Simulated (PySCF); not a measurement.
Exercise with solution: oscillator strength and radiative lifetime

C12H10, SMILES C1=CC=CC(=C2C=CC=C2)C=C1.

Geometry: PBE-D3(BJ)/def2-SVP.

PySCF with TDA-PBE/def2-SVP puts the first singlet state with f over 0.02 at 3.91 eV (vertical), with the transition dipole (0.000, 0.000, 3.222) in atomic units.

**Question.** Find the oscillator strength, the wavelength and the radiative lifetime that this transition would have in vacuum if emission retraced absorption.

**Answer.** 
|μ|² = 10.3813 au, so |μ| = 8.19 D. ΔE = 3.91/27.211 = 0.1437 hartree. f = (2/3) ΔE |μ|² = 0.994 (the program prints 0.995).
λ = 1239.84/3.91 = 317 nm; ν = 31536 cm⁻¹.
Einstein's coefficient A = 0.6670 ν² f s⁻¹ (ν in cm⁻¹) = 6.6e8 s⁻¹, so τ = 1/A = 1.5 ns. This state is S4; the lower singlets have f = 0.003, 0.003, 0.001. The figure is the radiative limit of this one transition; relaxation, internal conversion, crossing to triplets and a medium change what is measured.
